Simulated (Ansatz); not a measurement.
The same path of ClH₆NSSi₂ (11 atoms, charge 0, multiplicity 1) was run 3 times with different band settings. The coordinate that changes most is the dihedral N1–Si2–S4–H11.

Computed with RKS PBE0-D4/6-31G* in Ansatz 0.2.0.

Relaxed end points:

```xyz
11
Properties=species:S:1:pos:R:3
N -1.210 1.409 -0.067
Si -0.281 0.041 -0.506
Si 1.330 -0.391 1.123
S -1.750 -1.498 -0.747
Cl 0.755 0.211 -2.323
H -2.023 1.662 -0.616
H -0.763 2.220 0.340
H 2.127 -1.580 0.717
H 0.670 -0.658 2.431
H 2.242 0.780 1.269
H -1.031 -2.251 -1.599
```

```xyz
11
Properties=species:S:1:pos:R:3
N -1.152 1.263 -0.347
Si -0.103 -0.088 -0.504
Si 1.454 -0.216 1.229
S -1.088 -1.999 -0.566
Cl 0.871 0.279 -2.304
H -1.432 1.785 -1.166
H -1.853 1.283 0.382
H 2.256 -1.466 1.126
H 0.744 -0.198 2.540
H 2.354 0.967 1.146
H -1.987 -1.666 -1.514
```

Common settings: spring 5.0 eV/Å²; optimiser quadratic models (default); start path IDPP; force threshold 0.05 eV/Å; end points relaxed.

| run | movable images | climbing image | iteration limit |
| --- | --- | --- | --- |
| 1 | 7 | yes | 33 |
| 2 | 2 | no | 60 |
| 3 | 8 | no | 40 |

(1) What does each run give, and how far can it be trusted?

Results:

(1) Run 1: converged after 8 iterations, highest image 0.136 eV above the first end. A vibrational analysis at the climbing image gives one clearly imaginary mode, 181i cm⁻¹: a first-order saddle point.
Run 2: converged after 10 iterations, highest image 0.120 eV above the first end. No image climbed, so the highest image needn't sit at the top of the path. So few images can step over the top or miss a turn of the path.
Run 3: converged after 8 iterations, highest image 0.134 eV above the first end. No image climbed, so the highest image needn't sit at the top of the path.
